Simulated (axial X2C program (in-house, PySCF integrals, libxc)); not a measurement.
Correcting the dissociation energy of TeH for spin–orbit coupling

A spin-free CCSD(T) curve (one-electron X2C) was computed with an in-house all-electron X2C program for linear molecules (integrals from PySCF), basis Te dyall-cv3z [11s12p8d4f1g], H dyall-v3z [6s2p1d] (cores contracted in-house), for the state M_S = 1/2, Λ = 1 (beyond evenly filled blocks: π+α, π+β, π-α). It gives D0 = 2.749 eV to Te + H, which in a spin-free picture are the weighted means of the ground terms.

Correlated methods: 7 electrons correlated (number of frozen shells: Te 4 s, 3 p, 2 d; H none), 179 virtual spin orbitals or spinors in MP2, 80 natural virtuals in coupled cluster.

Measured levels of the ground terms (NIST Handbook of Basic Atomic Spectroscopic Data), in cm⁻¹: Te 3P: J = 2 at 0, J = 0 at 4706.5, J = 1 at 4750.7; H 2S: J = 1/2 at 0.

The two components of the molecular doublet are 3941 cm⁻¹ apart in the PBE0 2c search (Ω = 3/2 lower), so the lower one lies 1970 cm⁻¹ under their mean.

Problem. How far does each ground level lie under the (2J+1)-weighted mean of its term?

Solution. Te: (5 × 0 + 1 × 4706.5 + 3 × 4750.7)/9 = 2107 cm⁻¹; H: a single level, 0.

Problem. Correct D0.

Solution. D0 = 2.749 + (1970 − 2107)/8065.5 = 2.732 eV at CCSD(T) with these spin–orbit terms. The direct two-component run gives 2.679 eV; the difference holds second-order terms in the molecule, scalar two-electron terms, the gap between measured and computed atomic splittings (a 2c atom can miss part of its lowering) and, in coupled cluster, the truncation of each run.

Second-order spin–orbit effects in the molecule, which grow quickly with Z, are left out. The state is one determinant whose occupation by symmetry is held fixed; it was picked as the lowest of a PBE0 search that is not exhaustive. De is counted from the lowest determinant-based energies of the atoms at the same level, without counterpoise correction. CCSD and (T) use frozen natural virtuals with an MP2 correction for the truncation; (T) itself is uncorrected, so its De runs slightly low. With the outer-core shells frozen, correlated bond lengths of heavy atoms tend to come out a few hundredths of an ångström too long.
